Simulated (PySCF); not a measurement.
## Excitation energy of Se²⁺ by level of theory

Se²⁺ [Ar] 3d10 4s2 4p2 (3P) → Se²⁺ [Ar] 3d10 4s1 4p2 5s1 (5P), as a difference of total energies. All numbers are calculated (PySCF 2.14, scalar relativity by spin-free X2C-1e, in x2c-TZVPPall with one added diffuse shell each of s, p, d type (7s6p5d1f, 57 functions)). Correlated levels: valence and next inner shell: [Ne] frozen. The calculations carry no spin-orbit coupling.

```tsv
method	excitation energy (eV)
UHF	23.435
MP2 (valence and next inner shell)	24.734
SCS-MP2 (valence and next inner shell)	25.103
CCSD (valence and next inner shell)	24.817
CCSD(T) (valence and next inner shell)	24.850
```

Task: How much does correlation contribute at CCSD(T) (valence and next inner shell)?

Result: 24.850 − (23.435) = 1.415 eV, measured against UHF.

A first-order spin-orbit estimate (lowest level to lowest level, LS coupling) adds 0.044 eV.

The promoted electron is Rydberg-like, and one or two diffuse shells describe it only roughly, which tends to raise the upper state.

The coupled-cluster amplitudes are large for the upper state (T1 above 0.03 or a double amplitude above 0.15), so a single reference is strained.
